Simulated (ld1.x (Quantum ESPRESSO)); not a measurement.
What one change does to a pseudopotential (tantalum, TM)

Ta (Z = 73), norm-conserving Troullier–Martins (Kleinman–Bylander form), made with ld1.x (Quantum ESPRESSO) 7.5 (LDA (PZ), scalar-relativistic). Core [Xe] 4f14, reference 5d3 6s0 6p0 (charge +2). Waves: 6s (bound, empty): rc 2.10 bohr; 5d (bound): rc 1.80 bohr; 6p (bound, empty): rc 2.55 bohr. Local part: the p channel. Core correction: none.

Change: core correction a·sin(br)/r model core inside 0.92 bohr.

Cutoffs: the cutoffs (Ry, on a coarse ladder) from which the occupation-weighted sum of valence levels, in a spherical-Bessel basis at the reference potential, stays within 10 and 1 mRy of its value at 400 Ry; they do not see the model core or the augmentation charge, which bear on the density cutoff. Errors are all-electron minus pseudo energies relative to the spin-unpolarised reference configuration.

Question: What does the change do?

Answer: The potential gets neither clearly harder nor softer (30 Ry and 35 Ry → 30 Ry and 35 Ry); both files keep a bound ghost (s); of the 9 tests that both files solve, the error grows in 3 and shrinks in 6 by more than 15 % and 0.3 meV (median size 53.2 → 43.9 meV). A model core, the more so a compact one, raises the density cutoff, which this test does not measure.

| quantity | base | changed |
| --- | --- | --- |
| cutoff, loose | 30 Ry | 30 Ry |
| cutoff, tight | 35 Ry | 35 Ry |
| bound ghosts | s | s |
| error for 5d3 6s2 6p0, meV [ΔE -24.01 eV] | +93 | -44 |
| error for 5d3 6s1 6p0, meV [ΔE -15.31 eV] | +39 | -13 |
| error for 5d2 6s0 6p0, meV [ΔE 23.93 eV] | 0.0 | -195 |
| error for 5d3 6s0 6p2, meV [ΔE -15.22 eV] | +53 | +13 |
| error for 5d4 6s0 6p0, meV [ΔE -13.84 eV] | -30 | -105 |
| error for 5d4 6s1 6p0, meV [ΔE -21.92 eV] | -9.0 | -123 |
| error for 5d3 6s1.5 6p0, meV [ΔE -20.45 eV] | +66 | -28 |
| error for 5d3 6s0 6p0 (spin-polarised), meV [ΔE -1.35 eV] | +1856 | -15 |
| error for 5d3 6s2 6p0 (spin-polarised), meV [ΔE -25.06 eV] | +1381 | -57 |
| s: phases at 2.76 bohr within 0.05 rad from the reference energy up to (Ry; the scan ends near 5) | 1.9 | 1.9 |
| p: phases at 2.76 bohr within 0.05 rad from the reference energy up to (Ry; the scan ends near 5) | -0.6 | -0.6 |
| d: phases at 2.76 bohr within 0.05 rad from the reference energy up to (Ry; the scan ends near 5) | -0.1 | -0.1 |

 A true bound ghost makes a file unfit for plane-wave use even where its test errors are small: the radial tests pick states by their node count and pass the ghost by.
